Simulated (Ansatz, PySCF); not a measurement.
System: C3H3O (charge -1, singlet). It need not be the lowest isomer of its formula. Whether it binds its extra electron was not tested at this geometry. 
Structure (B3LYP-D3(BJ)/def2-TZVP (Ansatz, an electronic-structure program) minimum search):
```xyz
7

C     -0.3956     1.0464    -0.0929
C     -1.1882    -0.2278     0.0896
C      0.3518    -0.0460    -0.0141
O      1.4125    -0.6997    -0.0004
H     -0.5114     2.1150    -0.2035
H     -1.7478    -0.6752    -0.7482
H     -1.6493    -0.4774     1.0593
```
Charge -1, spin multiplicity 1.

Total electronic energies in hartree. Correlated levels leave the core frozen unless marked. No spin-orbit coupling. No relativistic terms. CBS marks a two-point X^-3 extrapolation of the correlation energy; Hartree-Fock from the larger set. The bracket is a focal-point correction in the basis named.

```csv
level,program,energy (Eh)
PBE-D4/def2-TZVPD,Ansatz + dftd4,-191.14304
r2SCAN/def2-TZVPD,Ansatz,-191.25359
B3LYP-D4/def2-TZVPD,Ansatz + dftd4,-191.37238
PBE0-D4/def2-TZVPD,Ansatz + dftd4,-191.14277
PBE0/def2-TZVPD,PySCF,-191.13897
BHLYP-D3(BJ)/def2-TZVPD,Ansatz + dftd3,-191.24374
r2SCANh-D4/def2-TZVPD,Ansatz + dftd4,-191.24256
r2SCAN0-D4/def2-TZVPD,Ansatz + dftd4,-191.22538
M06-2X/def2-TZVPD,PySCF,-191.28111
HSE06/def2-TZVPD,Ansatz,-191.12890
LC-wPBE/def2-TZVPD,Ansatz,[?]
RI-MP2/cc-pVQZ,Ansatz,-190.97506
"RI-MP2/CBS(aug-cc-pVTZ,aug-cc-pVQZ)",Ansatz,-191.0172
SCS-MP2/cc-pwCVTZ,Ansatz,-190.90553
"RI-MP2/CBS(aug-cc-pVTZ,aug-cc-pVQZ)+[CCSD(T)-MP2]/aug-cc-pVTZ",Ansatz,-191.0627
```

### Question
Fill in the missing entries.

### Answer

- LC-wPBE/def2-TZVPD, energy (Eh): -191.23102
